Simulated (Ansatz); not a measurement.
Program: Ansatz. Geometries: PBE0-D4/def2-TZVP. ΔE: electronic, gas phase. CCSD(T)/CBS adds triple-zeta CCSD(T) − MP2 to the extrapolated MP2 energy (def2 sets, frozen cores). def2 core potentials past Kr. For Zr outer-core shells are correlated without core-valence functions, which leaves a few kJ/mol of doubt a bond. One conformer a species, not always the lowest.

Reaction (redistribution): `[SiH3][O][Al]([SH])[Cl]` + `CC[O][Zr]([OH])([O]CC)[O]CC` → `[OH][Al]([SH])[O][SiH3]` + `CC[O][Zr]([Cl])([O]CC)[O]CC`

`[SiH3][O][Al]([SH])[Cl]`:

```xyz
9

Si   -0.212    0.648   -1.623
O     0.010    0.084   -0.111
Al    0.436   -0.140    1.486
S    -0.150   -1.926    2.552
Cl    1.546    1.299    2.500
H     1.087    1.072   -2.209
H    -0.798   -0.425   -2.467
H    -1.139    1.809   -1.599
H    -0.779   -2.421    1.470
```

`CC[O][Zr]([OH])([O]CC)[O]CC`:

Cartesian coordinates in Å:
```
C 1.786 -2.599 0.038
C 2.180 -1.363 -0.741
O 1.505 -0.235 -0.288
Zr 0.484 1.216 0.456
O 1.676 2.511 1.265
O -0.728 0.506 1.775
C -1.579 -0.131 2.669
C -1.463 -1.638 2.571
O -0.541 2.027 -0.959
C -1.198 2.411 -2.122
C -0.844 1.510 -3.287
H 2.020 -2.475 1.098
H 2.324 -3.475 -0.333
H 0.714 -2.787 -0.055
H 3.261 -1.195 -0.655
H 1.962 -1.508 -1.808
H 2.175 3.230 1.636
H -2.613 0.178 2.467
H -1.341 0.196 3.690
H -0.442 -1.959 2.789
H -2.137 -2.122 3.283
H -1.722 -1.978 1.566
H -2.282 2.389 -1.949
H -0.933 3.450 -2.360
H -1.126 0.476 -3.072
H 0.231 1.538 -3.481
H -1.367 1.828 -4.193
```

`[OH][Al]([SH])[O][SiH3]`:

Cartesian coordinates in Å:
```
O -2.394 0.222 -0.782
Al -1.180 -0.376 0.222
S -1.638 -1.749 1.842
O 0.400 0.102 -0.038
Si 1.791 0.756 -0.567
H -3.319 -0.001 -0.700
H -0.348 -1.827 2.211
H 1.858 2.191 -0.187
H 1.890 0.642 -2.047
H 2.941 0.041 0.047
```

`CC[O][Zr]([Cl])([O]CC)[O]CC`:

Cartesian coordinates in Å:
```
C -3.601 -0.304 -1.320
C -2.431 -0.529 -2.251
O -1.264 -0.823 -1.547
Zr 0.161 -1.071 -0.297
Cl 1.004 -3.305 -0.460
O -0.490 -0.764 1.471
C -0.831 -0.300 2.741
C 0.097 0.804 3.197
O 1.565 0.167 -0.667
C 2.568 1.096 -0.945
C 3.888 0.410 -1.215
H -3.788 -1.194 -0.716
H -3.402 0.533 -0.646
H -4.506 -0.078 -1.890
H -2.645 -1.359 -2.935
H -2.260 0.363 -2.868
H -0.791 -1.142 3.443
H -1.868 0.058 2.723
H 0.051 1.654 2.511
H 1.129 0.448 3.234
H -0.184 1.152 4.194
H 2.268 1.696 -1.812
H 2.664 1.780 -0.093
H 3.803 -0.263 -2.071
H 4.663 1.149 -1.432
H 4.201 -0.177 -0.349
```

```
                      species  MP2/def2-SVP energy (Eh)
    `[SiH3][O][Al]([SH])[Cl]`               -1465.40453
`CC[O][Zr]([OH])([O]CC)[O]CC`                -584.21046
    `[OH][Al]([SH])[O][SiH3]`               -1081.47346
`CC[O][Zr]([Cl])([O]CC)[O]CC`                -968.14847
```

Work out ΔE.

ΔE = (-1081.47346) + (-968.14847) − (-1465.40453) − (-584.21046) = -0.00694 Eh = -4.4 kcal/mol. CCSD(T)/CBS gives -6.4 kcal/mol.

Largest T1 diagnostic among the species: 0.015.

Leaving LDA and LC-ωPBE aside and taking each functional with its dispersion term where it has one, the values, not all of them listed here, spread over 1.6 kcal/mol, from B2PLYP to ωB97X-V. At CCSD(T), def2-SVP lies +2.6 kcal/mol from the extrapolated value and def2-TZVPP −0.9 kcal/mol.
